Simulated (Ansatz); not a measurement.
**[GeH3]− (SMILES [GeH3-]): the energy, rung by rung**

The species is [GeH3]− (4 atoms), meant as a singlet with charge -1. SMILES: `[GeH3-]`. Geometry: a GFN2-xTB relaxation, a rough one for these elements and not checked as a minimum.

```xyz
4

Ge    0.4689   -0.2750   -0.5421
H     0.9350    0.1543    1.0892
H    -0.9409   -1.0906    0.1022
H    -0.4631    1.2113   -0.6494
```

Each level gives the energy change with the Ge1–H4 bond stretched from 1.758 to 4.394 Å (eV). The values are calculated.

| level | kind | program | value (eV) | less FCI/STO-3G | CPU time (all runs) |
| --- | --- | --- | --- | --- | --- |
| HF/STO-3G (restricted) | Hartree–Fock | Ansatz | 7.11 | +2.69 | 0.16 s |
| BLYP/STO-3G (restricted) | GGA | Ansatz | 4.85 | +0.43 | 1.7 s |
| r2SCAN/STO-3G (restricted) | meta-GGA | Ansatz | 5.34 | +0.92 | 4.2 s |
| B3LYP/STO-3G (restricted) | global hybrid | Ansatz | 5.53 | +1.11 | 1.3 s |
| PBE0/STO-3G (restricted) | global hybrid | Ansatz | 5.81 | +1.39 | 1.3 s |
| wB97X/STO-3G (restricted) | range-separated hybrid | Ansatz | 6.73 | +2.31 | 5.5 s |
| MP2/STO-3G (restricted) | perturbation theory | Ansatz | 5.74 | +1.32 | 0.2 s |
| BCCD(T)/STO-3G (restricted) | coupled cluster or CI | Ansatz | 4.39 | -0.03 | 0.3 s |
| FCI/STO-3G | exact in the basis | Ansatz | 4.42 | 0.00 | 0.59 s |

FCI/STO-3G is exact within its basis and frozen core, so for wave-function methods in that basis the difference is their error; functionals converge differently with the basis, so for them it is only a difference. A spin-restricted reference rises too steeply as a bond breaks; here HF/STO-3G, BLYP/STO-3G, r2SCAN/STO-3G, B3LYP/STO-3G, PBE0/STO-3G, wB97X/STO-3G, MP2/STO-3G lie well above the multireference or unrestricted value. All-electron rows without a relativistic Hamiltonian named are non-relativistic. Sets without diffuse functions describe the anion poorly. The first shape isn't each level's own minimum. The values span 4.39 to 7.11 eV. All rows use very small basis sets, so none should be taken for the real molecule's value. In the correlated wave-function rows the outer d shell of Ge is correlated, in sets not made for it. Times are those of the runs behind each value, whatever else they computed, on shared processors of several kinds: orders of magnitude only.
